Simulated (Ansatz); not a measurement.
In₇As₇H₂₀. The state is a triplet with charge 0. Geometry PBE-D4/def2-SVP, that of the neutral singlet; atoms count from 1.

```xyz
34

In   -1.830   -3.839    0.657
In    2.429    3.132    2.113
In   -1.919    0.784    1.326
In    1.870   -1.623    1.357
In    0.426   -2.287   -2.934
In    0.418    0.963   -2.595
In   -3.622   -0.757   -2.489
As    2.934    0.504    2.665
As   -0.741   -1.563    1.759
As   -1.921   -2.780   -1.841
As   -0.259    2.698    2.345
As    2.839    3.231   -0.493
As   -1.895    1.035   -1.319
As    1.859   -0.815   -1.184
H    -3.459   -3.968    1.248
H    -0.530   -4.995    0.731
H     3.019    4.146    3.398
H    -3.476    1.000    2.077
H     2.796   -3.062    1.659
H     1.227   -3.237   -4.143
H    -0.036   -0.539   -3.768
H     1.128    2.210   -3.557
H    -5.004   -0.842   -1.439
H    -3.526   -0.483   -4.203
H     2.733    0.242    4.158
H     4.449    0.296    2.675
H    -0.851   -1.716    3.279
H    -2.351   -3.946   -2.736
H    -0.650    2.786    3.822
H    -0.923    4.016    1.943
H     1.324    3.017   -0.701
H     2.644    4.764   -0.498
H    -2.375    2.469   -1.553
H     3.274   -0.843   -1.760
```

In the def2 sets In takes a core potential; there is no spin–orbit coupling. Single mean-field runs in def2-SVP are fitted with def2-universal-jkfit. At PBE0-D4/def2-SVP a singlet of charge 0 lies 3.97 eV below the triplet at the same geometry.

Problem. Estimate the Mulliken populations of the heavy atoms from the PBE0/def2-SVP orbitals of Ansatz.

Solution. 
```json
{"atom": "In1", "charge (e)": "0.28", "spin (α − β)": "0.00"}
{"atom": "In2", "charge (e)": "0.29", "spin (α − β)": "0.00"}
{"atom": "In3", "charge (e)": "0.33", "spin (α − β)": "0.00"}
{"atom": "In4", "charge (e)": "0.21", "spin (α − β)": "0.17"}
{"atom": "In5", "charge (e)": "0.28", "spin (α − β)": "0.15"}
{"atom": "In6", "charge (e)": "0.10", "spin (α − β)": "0.40"}
{"atom": "In7", "charge (e)": "0.26", "spin (α − β)": "0.06"}
{"atom": "As8", "charge (e)": "-0.15", "spin (α − β)": "0.02"}
{"atom": "As9", "charge (e)": "-0.31", "spin (α − β)": "0.00"}
{"atom": "As10", "charge (e)": "-0.28", "spin (α − β)": "0.09"}
{"atom": "As11", "charge (e)": "-0.15", "spin (α − β)": "0.01"}
{"atom": "As12", "charge (e)": "-0.08", "spin (α − β)": "0.01"}
{"atom": "As13", "charge (e)": "-0.27", "spin (α − β)": "0.15"}
{"atom": "As14", "charge (e)": "-0.04", "spin (α − β)": "0.65"}
```
Mulliken values depend strongly on the basis.

Problem. Where does the spin sit?

Solution. Summed by element: In 0.78, As 0.93, H 0.29, of 2 unpaired in all. Largest on single atoms: As14 0.65, In6 0.40, H22 0.17.

Problem. And the Mayer bond orders between heavy atoms (over 0.3)?

Solution. In1–As9 0.61 (2.75 Å); In1–As10 0.67 (2.72 Å); In2–As8 0.64 (2.73 Å); In2–As11 0.64 (2.73 Å); In2–As12 0.97 (2.64 Å); In3–As9 0.80 (2.66 Å); In3–As11 0.64 (2.73 Å); In3–As13 0.81 (2.66 Å); In4–As8 0.67 (2.71 Å); In4–As9 0.82 (2.64 Å); In4–As14 0.62 (2.67 Å); In5–As10 0.87 (2.64 Å); In5–As14 0.61 (2.70 Å); In6–As13 0.68 (2.64 Å); In7–As10 0.63 (2.72 Å); In7–As13 0.59 (2.75 Å).
